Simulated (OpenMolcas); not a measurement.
## Pm2+ in a point-charge field

Pm2+ among 8 point charges of -0.5 e arranged as a cube (Oh), 2.79 Å from the ion.
```
   1.6108    1.6108    1.6108  -0.50
   1.6108    1.6108   -1.6108  -0.50
   1.6108   -1.6108    1.6108  -0.50
   1.6108   -1.6108   -1.6108  -0.50
  -1.6108    1.6108    1.6108  -0.50
  -1.6108    1.6108   -1.6108  -0.50
  -1.6108   -1.6108    1.6108  -0.50
  -1.6108   -1.6108   -1.6108  -0.50
```

| Quantity | Value |
| --- | --- |
| Program | OpenMolcas |
| Method | CASSCF |
| Basis | ANO-RCC-VTZP [8s7p5d3f2g1h] |
| Scalar Hamiltonian | DKH2, point nucleus |
| Active space | 5 electrons in 7 orbitals (4f) |
| State averaging | 2S+1 = 6 odd, 21 roots; 2S+1 = 4 odd, 128 roots kept (CI in the orbitals of an earlier block, 108 in the spin-orbit step); 2S+1 = 2 odd, 150 roots kept (CI in the orbitals of an earlier block, 40 in the spin-orbit step) |
| Spin-orbit coupling | RASSI with atomic mean-field integrals over the reference wave functions |

The lowest spin-free states (labels of O, the rotations of Oh), above the lowest:

| State | Degeneracy | E (cm-1) | Free-ion L (%) |
| --- | --- | --- | --- |
| 6T2 | 3 | 0.0 | H (100) |
| 6T1 | 3 | 6.0 | H (100) |
| 6E | 2 | 87.3 | H (100) |
| 6T1 | 3 | 92.0 | H (100) |
| 6T1 | 3 | 6016 | F (100) |
| 6T2 | 3 | 6019 | F (100) |
| 6A2 | 1 | 6042 | F (100) |
| 4E | 2 | 19724 | I (100) |
| 4T2 | 3 | 19727 | I (99) |
| 4A2 | 1 | 19738 | I (95) |
| 4T2 | 3 | 19798 | I (98) |
| 4T1 | 3 | 19816 | I (98) |
| 4A1 | 1 | 19831 | I (99) |
| 4T1 | 3 | 19985 | F (97) |
| 4T2 | 3 | 20014 | F (94) |
| 4A2 | 1 | 20031 | F (92) |
| 4T1 | 3 | 20048 | M (100) |
| 4T2 | 3 | 20056 | M (99) |
| 4E | 2 | 20103 | M (100) |
| 4T1 | 3 | 20110 | M (100) |

The lowest levels with spin-orbit coupling:

| E (cm-1) | Degeneracy | Label | 2S+1 | J | |mJ| (%) | g |
| --- | --- | --- | --- | --- | --- | --- |
| 0.0 | 4 | Γ8 | 6 | 2.50 | 1/2 (50) |  |
| 32.7 | 2 | Γ7 | 6 | 2.50 | 3/2 (83) | 0.65 0.65 0.65 |
| 833.4 | 2 | Γ7 | 6 | 3.50 | 5/2 (75) | 2.65 2.65 2.65 |
| 843.2 | 2 | Γ6 | 6 | 3.50 | 1/2 (58) | 1.86 1.86 1.86 |
| 854.3 | 4 | Γ8 | 6 | 3.50 | 3/2 (37) |  |
| 1843 | 4 | Γ8 | 6 | 4.50 | 7/2 (48) |  |
| 1851 | 2 | Γ6 | 6 | 4.50 | 1/2 (58) | 3.86 3.86 3.86 |
| 1861 | 4 | Γ8 | 6 | 4.50 | 9/2 (31) |  |
| 2980 | 4 | Γ8 | 6 | 5.50 | 3/2 (26) |  |
| 2988 | 2 | Γ6 | 6 | 5.50 | 7/2 (73) | 4.43 4.43 4.43 |
| 2989 | 4 | Γ8 | 6 | 5.50 | 5/2 (34) |  |
| 2995 | 2 | Γ7 | 6 | 5.50 | 3/2 (46) | 4.38 4.38 4.38 |
| 4198 | 4 | Γ8 | 6 | 6.50 | 1/2 (43) |  |
| 4203 | 2 | Γ7 | 6 | 6.50 | 3/2 (59) | 0.66 0.66 0.66 |
| 4218 | 2 | Γ7 | 6 | 6.50 | 5/2 (60) | 0.16 0.16 0.16 |
| 4225 | 4 | Γ8 | 6 | 6.50 | 7/2 (37) |  |
| 4229 | 2 | Γ6 | 6 | 6.50 | 9/2 (69) | 6.43 6.43 6.43 |
| 5468 | 4 | Γ8 | 6 | 7.50 | 15/2 (33) |  |
| 5469 | 2 | Γ6 | 6 | 7.50 | 1/2 (52) | 6.65 6.65 6.65 |
| 5523 | 2 | Γ7 | 6 | 7.50 | 13/2 (40) | 7.55 7.55 7.55 |

Powder χT (cm3 K/mol): 0.0561 at 2 K, 0.0747 at 10 K, 0.131 at 50 K, 0.179 at 100 K, 0.273 at 200 K, 0.384 at 300 K. The effective moment at 300 K is 2.828 √(χT) = 1.75 μB.

Hund's rules give f5 the level 6H5/2 with g = 0.286, so an isolated free-ion multiplet has χT = g² J(J+1) / 8 = 0.089 cm3 K/mol. The computed 0.384 at 300 K differs by +330 %, through the field's splitting, the mixing of terms and any other multiplet in reach.

Stevens parameters of the J = 5/2 multiplet, which is 33 cm-1 wide (cm-1, z along the main axis): B40 = -9.072e-02, B44 = -4.544e-01.

High states are left out of the spin-orbit mixing, which shifts the levels that they would mix with. Point charges carry no covalency, so the field is a model and not that of real ligands. A group larger than the point group allows holds several states that coincide in this model. The first state left out of the spin-orbit step lies near 34000 cm-1 above the lowest spin-free state of the reference (among the parities and spins computed), and the lists stop at four fifths of that energy or lower. No measured value stands beside these numbers.

The RASSCF and RASSI steps took 120 s on 1 thread of Intel(R) Xeon(R) Platinum 8375C CPU @ 2.90GHz (Ice Lake), on a shared host; the integral step is not counted.
